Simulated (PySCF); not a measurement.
C2F4, charge -1, doublet, at a GFN2-xTB geometry (a state made from the parent by changing its charge; the spin is typed, not shown lowest) (in this run its highest filled SCF level lies above zero, so its values depend strongly on the basis, on diffuse functions most of all); DF-BLYP/def2-SVPD (PySCF).

Input for PySCF:
```python
from pyscf import gto, scf, dft

mol = gto.M(
    atom='''
F    -1.40208683   -0.30199118    1.13699616
C    -0.67438902   -0.33860083   -0.04056124
F    -1.47330388    0.40107555   -0.99534071
C     0.69883674   -0.27984565    0.06640714
F     1.42526080   -0.28423375   -1.11249685
F     1.43383143    0.59744702    0.95361079
''',
    basis='def2-svpd',
    charge=-1,
    spin=1,
    verbose=4,
)

mf = dft.UKS(mol)
mf.xc = 'blyp'
mf = mf.density_fit(auxbasis='def2-universal-jkfit')
mf.kernel()
```

Output, abridged:

```
PySCF version 2.14.0

[INPUT] verbose = 4
[INPUT] num. atoms = 6
[INPUT] num. electrons = 49
[INPUT] charge = -1
[INPUT] spin (= nelec alpha-beta = 2S) = 1
[INPUT] symmetry False subgroup None
[INPUT] Mole.unit = angstrom
[INPUT] Symbol           X                Y                Z      unit          X                Y                Z       unit  Magmom
[INPUT]  1 F     -1.402086830000  -0.301991180000   1.136996160000 AA   -2.649560111560  -0.570680622234   2.148611347082 Bohr   0.0
[INPUT]  2 C     -0.674389020000  -0.338600830000  -0.040561240000 AA   -1.274410549214  -0.639862834250  -0.076649634873 Bohr   0.0
[INPUT]  3 F     -1.473303880000   0.401075550000  -0.995340710000 AA   -2.784140831459   0.757922944759  -1.880921342530 Bohr   0.0
[INPUT]  4 C      0.698836740000  -0.279845650000   0.066407140000 AA    1.320610044384  -0.528831635651   0.125491307316 Bohr   0.0
[INPUT]  5 F      1.425260800000  -0.284233750000  -1.112496850000 AA    2.693352568078  -0.537123942858  -2.102314360941 Bohr   0.0
[INPUT]  6 F      1.433831430000   0.597447020000   0.953610790000 AA    2.709548711493   1.129011241738   1.802063222530 Bohr   0.0

nuclear repulsion = 232.558618868861
number of shells = 52
number of NR pGTOs = 192
number of NR cGTOs = 132
basis = def2-svpd
ecp = {}

******** <class 'pyscf.df.df_jk.DFUKS'> ********
method = DFUKS
initial guess = minao
damping factor = 0
level_shift factor = 0
DIIS = <class 'pyscf.scf.diis.CDIIS'>
diis_start_cycle = 1
diis_space = 8
diis_damp = 0
SCF conv_tol = 1e-09
SCF conv_tol_grad = None
SCF max_cycles = 50
direct_scf = False
number electrons alpha = 25  beta = 24
XC library pyscf.dft.libxc version 7.1.2
    S. Lehtola, C. Steigemann, M. J. T. Oliveira, and M. A. L. Marques,  SoftwareX 7, 1–5 (2018)
XC functionals = blyp
    A. D. Becke,  Phys. Rev. A 38, 3098 (1988)
    C. Lee, W. Yang, and R. G. Parr,  Phys. Rev. B 37, 785 (1988)
    B. Miehlich, A. Savin, H. Stoll, and H. Preuss,  Chem. Phys. Lett. 157, 200 (1989)
radial grids:
    Treutler-Ahlrichs [JCP 102, 346 (1995); DOI:10.1063/1.469408] (M4) radial grids

becke partition: Becke, JCP 88, 2547 (1988); DOI:10.1063/1.454033
pruning grids: <function nwchem_prune>
grids dens level: 3
symmetrized grids: False
atomic radii adjust function: <function treutler_atomic_radii_adjust>
small_rho_cutoff = 0
Set gradient conv threshold to 3.16228e-05
tot grids = 85288
init E= -475.595837990236

cycle= 1 E= -475.028141790155  delta_E= 0.568  |g|= 0.57  |ddm|= 2.41
cycle= 2 E= -474.608107136504  delta_E= 0.42  |g|= 1.28  |ddm|=  3.2
cycle= 3 E= -475.131956810861  delta_E= -0.524  |g|= 0.111  |ddm|= 1.16
cycle= 4 E= -475.136682314798  delta_E= -0.00473  |g|= 0.0564  |ddm|= 1.54
cycle= 5 E= -475.137664470184  delta_E= -0.000982  |g|= 0.02  |ddm|= 0.0942
cycle= 6 E= -475.137809632084  delta_E= -0.000145  |g|= 0.00529  |ddm|= 0.175
cycle= 7 E= -475.137821580367  delta_E= -1.19e-05  |g|= 0.000478  |ddm|= 0.0524
cycle= 8 E= -475.137821741437  delta_E= -1.61e-07  |g|= 0.000196  |ddm|= 0.00372
cycle= 9 E= -475.137821759226  delta_E= -1.78e-08  |g|= 4.92e-05  |ddm|= 0.000797
cycle= 10 E= -475.137821760343  delta_E= -1.12e-09  |g|= 9.25e-06  |ddm|= 0.000243
cycle= 11 E= -475.137821760373  delta_E= -2.94e-11  |g|= 5.3e-06  |ddm|= 5.38e-05
Extra cycle  E= -475.137821760265  delta_E= 1.07e-10  |g|= 1.52e-05  |ddm|= 4.53e-05
converged SCF energy = -475.137821760265  <S^2> = 0.75571339  2S+1 = 2.0057052
```
